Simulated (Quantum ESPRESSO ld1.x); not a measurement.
Results of a calculation; reference values are marked as such.
One sound ld1.x (Quantum ESPRESSO 7.5) input for the iodine ion I2+ gives E = -7112.13 hartree in 29 iterations:

```
 &input
    zed=53.0,
    iswitch=1,
    rel=2,
    dft='PW',
    config='[Kr] 4d10 5s2 5p3',
    verbosity='high',
    lsmall=.true.,
    prefix='ld1',
    max_out_wfc=37,
    file_charge='ld1.rho',
 /
```

Changed or added lines, one case at a time, and what came of them:

- config='[Pd] 4d10 5s2 5p3': refused. The program stops in el_config with "wrong core: Pd": the cores known are He, Ne, Ar, Kr, Xe, Hg and Rn.
- config='[Kr] 4d10 5s2 5p3 6p4': not converged. The string holds 55 electrons for Z = 53, so the species has charge -2 and is not the one meant. The extra electrons are not bound, and the cycle does not converge.
- config='[Kr] 4d10 5s2 5p3 2d1': refused. The program stops in el_config with "main/angular quantum number mismatch": l must be smaller than n.
- cau_fact=41.16: crashed. The program stops in dirsol with "no classical turning point found": with c below Z the Dirac equation of a point nucleus has no 1s solution.
- iswitch=5: refused. The program stops in ld1_readin with "wrong iswitch": iswitch takes 1 to 4.
- beta=1.0: harmless. The Broyden-type mixing copes: 11 iterations against 29, same energy.
- rel=1 lsd=1 dft='BLYP': silently wrong. The run ends normally, but in this build (ld1.x 7.5) Etot and Exc of a spin-polarised run lack the gradient corrections of exchange and correlation and come out near their LSDA values (nitrogen, PBE: -54.132 hartree against -54.536 from two other codes). The eigenvalues and orbitals are those of the GGA; the energies must not be used.
